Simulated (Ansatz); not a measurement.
Gas-phase electronic energies from Ansatz, PBE0-D4/def2-TZVP geometries. CCSD(T)/CBS adds triple-zeta CCSD(T) − MP2 to the extrapolated MP2 energy (def2 sets, frozen cores). This one scheme is used for every species. DFT in def2-TZVPP. B3LYP here is the variant with VWN-RPA as its local correlation; programs differ in this. HSE06 is defined as in plane-wave codes. def2 core potentials past Kr. For Br, Hf outer-core shells are correlated without core-valence functions, which leaves a few kJ/mol of doubt a bond. Scalar relativity is left out up to krypton. Each species was taken in one conformer, which may not be the lowest.

Reaction (formal hydrolysis of the Hf–Br bond): `C[N](C)[Hf]([Br])([N](C)C)[N](C)C` + H₂O → `C[N](C)[Hf]([OH])([N](C)C)[N](C)C` + HBr

`C[N](C)[Hf]([Br])([N](C)C)[N](C)C`:

```xyz
29

C    -0.906   -2.851   -0.403
N    -0.272   -1.832    0.408
C     0.627   -2.397    1.384
Hf   -0.805    0.098    0.064
Br   -3.342    0.407    0.265
N     0.185    1.261    1.404
C    -0.171    1.117    2.800
C     1.186    2.279    1.201
N    -0.149    0.599   -1.792
C     0.568   -0.176   -2.775
C    -0.470    1.926   -2.275
H    -0.168   -3.436   -0.969
H    -1.494   -3.550    0.208
H    -1.597   -2.404   -1.130
H     0.104   -3.082    2.068
H     1.433   -2.970    0.904
H     1.089   -1.610    1.982
H    -0.572    2.051    3.217
H     0.695    0.821    3.411
H    -0.943    0.349    2.935
H     2.113    2.044    1.744
H     0.842    3.262    1.555
H     1.435    2.369    0.142
H     0.796   -1.171   -2.387
H    -0.014   -0.295   -3.700
H     1.519    0.302   -3.048
H     0.436    2.501   -2.515
H    -1.028    2.497   -1.521
H    -1.096    1.891   -3.177
```

H₂O:

```xyz
3

O    -0.332   -0.111    0.171
H    -0.196    0.644   -0.406
H     0.527   -0.533    0.235
```

`C[N](C)[Hf]([OH])([N](C)C)[N](C)C`:

```xyz
30

C    -2.122    1.027    2.020
N    -1.465    0.007    1.239
C    -1.765   -1.318    1.715
Hf   -0.350    0.554   -0.387
O    -1.234    1.963   -1.409
N     1.484    1.090    0.343
C     2.000    1.078    1.687
C     2.441    1.609   -0.605
N    -0.049   -1.116   -1.536
C    -1.043   -1.518   -2.502
C     1.101   -1.982   -1.552
H    -1.799    1.008    3.073
H    -1.899    2.027    1.631
H    -3.217    0.912    2.012
H    -1.272   -2.071    1.096
H    -1.428   -1.463    2.754
H    -2.847   -1.525    1.697
H    -1.387    2.798   -1.837
H     2.900    0.448    1.771
H     1.253    0.685    2.379
H     2.283    2.086    2.028
H     2.028    1.612   -1.622
H     3.359    1.003   -0.635
H     2.738    2.644   -0.373
H    -1.900   -0.835   -2.495
H    -1.429   -2.528   -2.296
H    -0.642   -1.525   -3.527
H     1.580   -2.009   -2.543
H     0.834   -3.019   -1.297
H     1.848   -1.644   -0.829
```

HBr:

```xyz
2

Br    0.621    0.277    0.206
H    -0.621   -0.277   -0.206
```

| level | ΔE (kcal/mol) | difference from CCSD(T)/CBS |
| --- | --- | --- |
| LDA (SPW92) | 14.2 | -3.3 |
| revPBE-D4 | 14.7 | -2.8 |
| BLYP-D4 | 13.0 | -4.5 |
| r2SCAN-D4 | 16.1 | -1.4 |
| B97M-V | 15.1 | -2.4 |
| PBE0-D4 | 16.5 | -1.0 |
| B3LYP-D4 | 14.3 | -3.2 |
| r2SCANh-D4 | 16.5 | -1.0 |
| r2SCAN0-D4 | 17.0 | -0.5 |
| HSE06-D4 | 16.7 | -0.8 |
| BHLYP-D4 | 15.8 | -1.7 |
| ωB97X-V | 14.8 | -2.7 |
| ωB97M-V | 15.2 | -2.3 |
| PBE-QIDH | 17.8 | 0.3 |
| PBE | 14.5 | -3.0 |
| revPBE | 14.4 | -3.1 |
| BLYP | 12.0 | -5.5 |
| r2SCAN | 15.9 | -1.6 |
| PBE0 | 15.9 | -1.6 |
| B3LYP | 13.3 | -4.2 |
| r2SCANh | 16.3 | -1.2 |
| r2SCAN0 | 16.7 | -0.8 |
| HSE06 | 16.1 | -1.4 |
| BHLYP | 14.5 | -3.0 |
| CAM-B3LYP | 12.3 | -5.2 |
| LC-ωPBE | 13.3 | -4.2 |
| RPA@PBE/def2-TZVPP | 15.7 | -1.8 |
| MP2/def2-SVP | 13.8 | -3.7 |
| CCSD/def2-SVP | 11.6 | -5.9 |
| CCSD(T)/def2-SVP | 12.1 | -5.4 |
| HF/def2-TZVPP | 16.0 | -1.5 |
| MP2/def2-TZVPP | 18.7 | 1.2 |
| SCS-MP2/def2-TZVPP | 17.0 | -0.5 |
| CCSD/def2-TZVPP | 16.2 | -1.3 |
| HF/def2-QZVPP | 15.8 | -1.7 |
| MP2/def2-QZVPP | 19.1 | 1.6 |
| SCS-MP2/def2-QZVPP | 17.4 | -0.1 |
| HF/CBS(def2) | 15.8 | -1.7 |
| MP2/CBS(def2) | 19.4 | 1.9 |
| CCSD/CBS(def2) | 16.9 | -0.6 |
| CCSD(T)/CBS | 17.5 | 0 |

Largest T1 diagnostic among the species: 0.014.

In def2-TZVPP, CCSD(T) changes the Hartree–Fock value by +0.8 kcal/mol (the triples alone add +0.6 kcal/mol) and MP2 by +2.8 kcal/mol. From BLYP to BHLYP (50 % exact exchange), in def2-TZVPP and without D4, ΔE moves by +2.5 kcal/mol.
